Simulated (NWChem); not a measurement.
System: isocyanic acid (CHNO); SMILES C(=N)=O

**Question.** Give the equilibrium geometry at B3LYP/6-31G* (spherical d) (NWChem) as a Z-matrix, with the point group.

**Answer.** point group Cs; any orientation.
```
C
O 1 1.1746
N 1 1.2191 2 172.38
H 3 1.0086 1 125.06 2 180.00
```
